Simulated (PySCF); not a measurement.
C₆H₁₃F₃Si, SMILES C[Si](CCC(F)(F)F)(C)C (GFN2-xTB optimised geometry):

```
23

C      1.974    -2.010     0.015
Si     1.451    -0.179    -0.003
C      2.087     0.685    -1.580
C      2.107     0.719     1.547
C     -0.469    -0.124     0.006
C     -1.022     1.296     0.000
C     -2.535     1.296     0.000
F     -3.054     0.682     1.074
F     -3.054     0.682    -1.075
F     -3.044     2.543     0.000
H      1.587    -2.543    -0.849
H      1.610    -2.519     0.902
H      3.054    -2.108     0.002
H      1.886     1.752    -1.563
H      3.160     0.560    -1.687
H      1.623     0.276    -2.473
H      1.647     0.335     2.453
H      1.913     1.787     1.506
H      3.180     0.589     1.647
H     -0.859    -0.655    -0.863
H     -0.851    -0.644     0.885
H     -0.699     1.846     0.884
H     -0.700     1.838    -0.890
```

Calculation: B3LYP/def2-SVP (PySCF).

**Question.** What are the frontier orbital energies and the dipole moment?

**Answer.** HOMO-2 -8.38 eV, HOMO-1 -8.38 eV, HOMO -8.08 eV, LUMO 0.95 eV, LUMO+1 1.83 eV; dipole moment 2.75 D.

Meta-Löwdin charges at B3LYP/def2-SVP: C1 -0.54, Si2 0.91, C3 -0.54, C4 -0.54, C5 -0.41, C6 -0.19, C7 0.76, F8 -0.27, F9 -0.27, F10 -0.28, H11 0.11, H12 0.11, H13 0.11, H14 0.10, H15 0.11, H16 0.11, H17 0.11, H18 0.10, H19 0.11, H20 0.10, H21 0.10, H22 0.11, H23 0.11.
